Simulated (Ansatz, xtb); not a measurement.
**CH6GeSe: which of two isomers lies lower**

Structure X: `C[Se][GeH3]`, a singlet. Structure Y: `[GeH3][CH2][SeH]`, a singlet. Both are isolated molecules in the gas phase, relaxed with PBE0-D4/def2-SVP; the shapes shown needn't be the lowest conformers.

X (Å):

| atom | x (Å) | y (Å) | z (Å) |
| --- | --- | --- | --- |
| C | -0.9157 | 1.3199 | -0.2185 |
| Ge | -3.6121 | 1.6553 | -1.9614 |
| Se | -1.3658 | 0.9861 | -2.0922 |
| H | -1.5232 | 0.6936 | 0.4481 |
| H | 0.1418 | 1.0495 | -0.0994 |
| H | -1.0449 | 2.3810 | 0.0328 |
| H | -4.3701 | 0.7831 | -0.9411 |
| H | -4.2037 | 1.4731 | -3.3675 |
| H | -3.7054 | 3.1308 | -1.5250 |

Y (Å):

```yaml
atoms:
  - { symbol: C, position_ang: [-2.9766, 1.4983, -1.2051] }
  - { symbol: Ge, position_ang: [-1.2381, 0.9911, -0.4447] }
  - { symbol: Se, position_ang: [-2.7812, 2.9859, -2.4524] }
  - { symbol: H, position_ang: [-0.6288, 2.1872, 0.3061] }
  - { symbol: H, position_ang: [-0.2862, 0.5504, -1.5695] }
  - { symbol: H, position_ang: [-1.4581, -0.1767, 0.5344] }
  - { symbol: H, position_ang: [-3.6492, 1.7855, -0.3843] }
  - { symbol: H, position_ang: [-3.3991, 0.6276, -1.7265] }
  - { symbol: H, position_ang: [-4.2083, 3.0734, -2.8046] }
```

Quicker runs give these differences E(Y) − E(X): GFN2-xTB +26.3 kcal/mol; HF/STO-3G +22.5 kcal/mol (at GFN2-xTB geometries); r2SCAN-D4/def2-SVP +18.2 kcal/mol (at GFN2-xTB geometries).

Problem. Estimate E(Y) − E(X) at the level CCSD(T)/def2-SVP + ΔMP2/def2-TZVPP.

Solution. Calculated at CCSD(T)/def2-SVP + ΔMP2/def2-TZVPP: E(Y) − E(X) = +16.5 kcal/mol, so structure X lies lower.

The same difference at several levels:

```csv
level,geometry,E(Y) − E(X) (kcal/mol),departure from the last row (kcal/mol),"job, with rough time for the two"
GFN2-xTB,GFN2-xTB,+26.3,+9.7,"optimisation, 0.084 s"
HF/STO-3G,GFN2-xTB,+22.5,+5.9,"single point, 0.44 s"
r2SCAN-D4/def2-SVP,GFN2-xTB,+18.2,+1.7,"single point, 4.1 s"
PBE0-D4/def2-SVP,PBE0-D4/def2-SVP,+17.9,+1.4,"optimisation, 30 s"
HF/def2-SVP,PBE0-D4/def2-SVP,+18.5,+1.9,part of the CCSD(T) run
MP2/def2-SVP,PBE0-D4/def2-SVP,+16.9,+0.4,part of the CCSD(T) run
CCSD(T)/def2-SVP,PBE0-D4/def2-SVP,+16.5,0.0,single point
CCSD(T)/def2-SVP + ΔMP2/def2-TZVPP,PBE0-D4/def2-SVP,+16.5,,"single point, 30 s"
```

As drawn, Y has 1 C–Ge, 1 Se–H in place of 1 Ge–Se, 1 C–H.

None of the levels shown reverses the order. The largest departure from CCSD(T)/def2-SVP + ΔMP2/def2-TZVPP is that of GFN2-xTB, 9.7 kcal/mol. The last row adds to CCSD(T) the change of the MP2 difference between the two basis sets, here 0.0 kcal/mol.

With harmonic frequencies from PBE0-D4/def2-SVP (ideal gas, rigid rotor, one conformer each, 298.15 K, 1 atm): on the last row, ΔE + ΔZPE = +14.7, ΔH = +14.7, ΔG = +14.6 kcal/mol.

The correlated steps freeze 19 core orbitals; the filled d shell of Ge and Se is correlated, in a basis made for valence electrons. Run with Ansatz 0.2.0, xtb 6.7.1; the last row on 2 threads of Arm Neoverse V2 on a shared host.
